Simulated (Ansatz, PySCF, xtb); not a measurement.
Pair of molecules: HBr (SMILES Br) (first 2 atoms) with Si2H6 (SMILES [SiH3][SiH3]); geometry from B3LYP-D3(BJ)/def2-TZVP, rigid monomers moved along the line of their centres of mass till H2···H6 is 2.28 Å.
(charge 0, multiplicity 1):
```
atom    x (Å)    y (Å)    z (Å)
----  -------  -------  -------
Br    -0.4993   0.2664  -0.2040
H      0.2614  -0.5713   0.6674
Si     0.8109  -1.0377   4.0204
Si    -0.7177   0.7386   4.1193
H      2.1055  -0.6550   4.6331
H      1.0804  -1.4296   2.6100
H      0.2797  -2.2308   4.7221
H     -0.9503   1.0888   5.5421
H     -2.0051   0.3432   3.5036
H     -0.1759   1.9224   3.4138
```

Monomers are frozen at their geometry in the pair; levels with a basis set take the counterpoise correction. Rows marked so take none.

Rows in 6-31G*, LANL2DZ carry no dispersion term and start afresh at each structure (6-31G* with six Cartesian d functions); the Pople sets are all-electron and without relativity. LANL2DZ brings its own core potentials from Na on.

Programs: Ansatz (Gaussian basis) for Hartree–Fock, density functionals and correlated methods; PySCF for 6-31G* rows, LANL2DZ rows; xtb for the GFN methods. Values without a source in brackets are computed.

**Question.** One of these levels gives -1.19 kcal/mol for the interaction energy. Which one is it?
A) B3LYP/LANL2DZ (no counterpoise)
B) PBE/def2-TZVPPD
C) M06-2X/6-31G* (no counterpoise)
D) GFN1-xTB

**Answer.** C, M06-2X/6-31G* (no counterpoise). The others give -1.65 (GFN1-xTB), -0.74 (PBE/def2-TZVPPD), -0.01 (B3LYP/LANL2DZ (no counterpoise))

Ansatz is an electronic-structure program.
